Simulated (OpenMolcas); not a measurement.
## 4d6 along the 42-electron sequence

* Program: OpenMolcas
* Method: SS-RASPT2, IPEA 0.25 Eh, imaginary shift 0.1 Eh
* Basis: ANO-RCC-VQZP
* Scalar Hamiltonian: DKH2, point nucleus
* Spin-orbit coupling: RASSI with atomic mean-field integrals over the reference wave functions, term energies averaged over their components

Active space for each ion: 12 electrons in 8 orbitals (RAS1 4p, at most 2 holes; RAS2 4d); closed shells correlated by CASPT2: 4s.

Computed levels in cm-1 above 5D4:

| Level | Ru2+ | Rh3+ | Pd4+ | Ag5+ |
| --- | --- | --- | --- | --- |
| 5D3 | 1184 | 1577 | 2020 | 2580 |
| 5D2 | 1876 | 2450 | 3090 | 3840 |
| 5D1 | 2330 | 3040 | 3830 | 4770 |
| 5D0 | 2540 | 3320 | 4170 | 5190 |
| 3H6 | 15390 | 17620 | 19800 | 22140 |
| 3H5 | 15690 | 17970 | 20180 | 22530 |
| 3P2(1) | 15840 | 18100 | 20200 | 22100 |
| 3F3(1) | 17570 | 20260 | 22790 | 25350 |
| 3F2(1) | 18230 | 21110 | 23830 | 26550 |
| weight of 5D in the lowest level (%) | 99 | 98 | 98 | 97 |

Mixed levels, with the weight of the term that names them: Pd4+ 3F3(1) (74 %), Ag5+ 3H5 (75 %), Ag5+ 3F3(1) (73 %).

Measured, with the error of the calculation in %. Measured levels: Ru2+ from Moore, Atomic Energy Levels, vol. III, NSRDS-NBS 35 (1971 reprint of NBS Circular 467, 1958); Ag5+ from the list in Gamrath, thesis, University of Mons (2023).

```tsv
Level	Ru2+	Ag5+
5D3	1159 (+2.2)	2692 (-4.1)
5D2	1826 (+2.7)	3953 (-2.8)
5D1	2266 (+2.7)	4941 (-3.4)
5D0	2476 (+2.7)	5380 (-3.4)
3H6		21512 (+2.9)
3H5		21812 (+3.3)
3P2(1)		21042 (+5.0)
3F3(1)		24441 (+3.7)
3F2(1)		25306 (+4.9)
```

The fine-structure level 5D0 changes by a factor of 2.04 from Ru2+ to Ag5+. Its fourth root runs 7.10, 7.59, 8.04, 8.49, with steps per unit of Z of 0.49, 0.45, 0.45; equal steps would mean a (Z - σ)^4 law with constant σ.

3H6 changes by a factor of 1.44 over the same range, with steps per unit of Z of +2230, +2180, +2340 cm-1.

CASPT2 breaks the degeneracy within a term, and the mean is taken; among the terms shown or strongly mixed into the levels shown the widest spread is 130 cm-1 (4d6 3H, Ag5+). Active for correlation alone: 4p; no level in the range computed is led by a configuration that opens it, so any true level of that kind is missing. Computed and measured levels are paired by configuration, term and J; levels that our copy of the source lacks, or whose pairing is in doubt (as where it misses far off the trend of its configuration), stay unpaired and out of the deviations. Only configurations of the active space appear.

A number in round brackets counts repeated terms of one configuration in the order of the reference energies.
